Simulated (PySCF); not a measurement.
B(F)(H)(SH) (BFH₂S), SMILES B(F)S. Atoms are numbered in the order given.

```xyz
5

B     -0.5410    -0.6003     0.0000
F      0.2886    -1.6357     0.0000
H     -1.7146    -0.7912     0.0000
S      0.1764     1.0510     0.0000
H     -0.9995     1.6990     0.0000
```
Charge 0, spin multiplicity 1.

The structure is a stationary point at B3LYP-D3(BJ)/def2-TZVP. The values are those of a single conformer.

Level of theory: B3LYP-D3(BJ)/def2-TZVP in PySCF 2.14.0.

Frequencies are harmonic and unscaled.

**Question.** List the normal modes with their intensities. (The exact figures need the calculation; the answer reports its results.)

**Answer.** 
| mode | ν (cm⁻¹) | IR (km/mol) | Raman (Å⁴/amu) | depolarisation | moving atoms (share of kinetic energy) |
|---|---|---|---|---|---|
| 1 | 346 | 2.6 | 0.8 | 0.41 | F 48 %, S 30 %, B 16 % |
| 2 | 428 | 4.7 | 1.1 | 0.75 | H 86 % |
| 3 | 736 | 20.3 | 13.1 | 0.21 | H 44 %, B 35 %, S 15 % |
| 4 | 839 | 18.7 | 0.8 | 0.75 | H 63 %, B 34 % |
| 5 | 886 | 54.7 | 7.3 | 0.51 | H 64 %, B 20 %, S 13 % |
| 6 | 1100 | 35.4 | 2.6 | 0.22 | H 74 %, F 13 %, B 13 % |
| 7 | 1303 | 364.4 | 0.4 | 0.69 | B 66 %, F 24 %, H 10 % |
| 8 | 2657 | 100.8 | 80.9 | 0.27 | H 91 %, B 9 % |
| 9 | 2687 | 2.8 | 123.0 | 0.22 | H 97 % |
